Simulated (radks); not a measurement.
Values are calculated unless marked as measured or tabulated.
Problem. Radial electron density D(r) = 4 pi r^2 rho(r) of an atom or ion with 60 electrons. Level of theory: scalar-relativistic Kohn-Sham, LDA (Slater exchange, Perdew-Wang correlation), spin-unpolarised, spherical densities, point nucleus (a radial shooting solver on a logarithmic mesh with Libxc functionals).

| r (bohr) | D(r) (e/bohr) |
|---|---|
| 0.00145 | 5.853 |
| 0.001743 | 7.865 |
| 0.002095 | 10.49 |
| 0.002498 | 13.72 |
| 0.003003 | 17.97 |
| 0.003609 | 23.25 |
| 0.004339 | 29.64 |
| 0.005215 | 37.14 |
| 0.006268 | 45.56 |
| 0.007535 | 54.51 |
| 0.009057 | 63.32 |
| 0.01089 | 71.06 |
| 0.01309 | 76.66 |
| 0.0156 | 79.17 |
| 0.01876 | 78.48 |
| 0.02255 | 75.15 |
| 0.0271 | 71.25 |
| 0.03257 | 69.85 |
| 0.03916 | 73.72 |
| 0.04707 | 83.37 |
| 0.05657 | 95.53 |
| 0.068 | 103.8 |
| 0.08174 | 102.5 |
| 0.09825 | 91.98 |
| 0.1172 | 80.75 |
| 0.1408 | 77.55 |
| 0.1693 | 84.66 |
| 0.2035 | 90.88 |
| 0.2446 | 82.56 |
| 0.294 | 60.23 |
| 0.3534 | 39.93 |
| 0.4248 | 34.69 |
| 0.5106 | 39.42 |
| 0.6137 | 39.89 |
| 0.7318 | 31.74 |
| 0.8797 | 20.58 |
| 1.057 | 13.32 |
| 1.271 | 10.18 |
| 1.528 | 8.133 |
| 1.836 | 5.638 |
| 2.207 | 3.191 |
| 2.653 | 1.551 |
| 3.189 | 0.7667 |
| 3.834 | 0.4444 |
| 4.608 | 0.2667 |
| 5.495 | 0.1417 |
| 6.605 | 0.06316 |
| 7.939 | 0.03374 |
| 9.543 | 0.02771 |
| 11.47 | 0.02287 |
| 13.79 | 0.01182 |
| 16.57 | 0.001479 |
| 19.92 | 0.002386 |
| 23.95 | 0.02289 |
| 28.78 | 0.05278 |
| 34.32 | 0.04728 |
| 41.26 | 0.01504 |
| 49.59 | 0.001630 |

What is the nuclear charge?

Solution. Z = 60. The innermost maximum, from 1s, lies near gamma/Z bohr with gamma = sqrt(1 - (Z/c)^2) = 0.899, here 0.015 bohr (found: 0.0165), and its height grows with Z. The density is that of neutral neodymium in [Xe] 4f4 6s1 6f1; the configuration itself is not fixed sharply by these data, and Z only to a few units. D(r) has 5 maxima, at r = 0.0165, 0.0731, 0.205, 0.567, 30.7 bohr, and minima at 0.0315, 0.135, 0.411 bohr, inside which lie 1.95, 11.20, 29.11 electrons.
